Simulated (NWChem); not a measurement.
A series in which one site is exchanged, each optimised at PBE0/def2-SVP with NWChem, gas phase unless a solvent is named. Pople sets run with spherical d functions. This build's default masses of Se (78.918 u) and Br (79.917 u) are each other's, which moves their modes by up to 0.6 %. Shieldings are non-relativistic GIAO values without spin-orbit effects.

A: ClBBr (BHBrCl; site = Br)
B: ClBCl (BHCl2; site = Cl)
C: BCl (BH2Cl; site = H)

| quantity | A | B | C |
|---|---|---|---|
| lowest singlet excitation, PBE0/def2-SVPD, TDA (eV) | [?] | 5.74 | 4.97 |
| 11B shift against boron trifluoride, PBE0/pcSseg-1 (ppm) | [?] | 49.3 | 65.1 |
| 11B shift against boron trifluoride, B3LYP/6-31G* (ppm) | [?] | 49.5 | 61.0 |

Q: Fill in the missing entries.

A: 
- lowest singlet excitation, PBE0/def2-SVPD, TDA (eV), A: 5.09
- 11B shift against boron trifluoride, PBE0/pcSseg-1 (ppm), A: 56.5
- 11B shift against boron trifluoride, B3LYP/6-31G* (ppm), A: 56.4
